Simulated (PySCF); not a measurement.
CH3GeH3, optimised at GFN2-xTB:

```xyz
8

C     -1.0459    -0.0857     0.0147
Ge     0.9062     0.0686    -0.0247
H     -1.4766     0.6436     0.6965
H     -1.3477    -1.0769     0.3443
H     -1.4662     0.0851    -0.9734
H      1.3374     1.4257    -0.4767
H      1.5138    -0.9282    -0.9573
H      1.4994    -0.1629     1.3268
```

Energies from PySCF (xtb for GFN2), thermal terms from the rigid-rotor harmonic-oscillator model, ideal gas at 1 bar. 6-31G* has spherical d functions here. All species are closed-shell singlets. B3LYP is the form with VWN-RPA correlation. Ge: all electrons, no relativistic terms.

List the harmonic frequencies (cm⁻¹, unscaled) at this level and at the other levels, each on its own geometry.


- GFN2-xTB: 168, 464, 464, 604, 791, 806, 806, 878, 878, 1333, 1460, 1460, 1998, 2080, 2080, 3013, 3013, 3014
- B3LYP/6-31G*: 161, 485, 485, 586, 837, 858, 858, 900, 900, 1310, 1501, 1502, 2106, 2114, 2114, 3068, 3153, 3153
- HF/6-31G*: 170, 532, 532, 623, 925, 932, 932, 981, 981, 1438, 1615, 1615, 2212, 2212, 2229, 3210, 3289, 3290
- PBE/def2-SVP: 164, 474, 474, 585, 812, 815, 815, 872, 872, 1208, 1390, 1390, 2074, 2081, 2081, 2990, 3096, 3097
- PBE0/def2-TZVP: 163, 490, 490, 609, 842, 846, 846, 900, 900, 1267, 1459, 1459, 2146, 2147, 2147, 3067, 3158, 3158
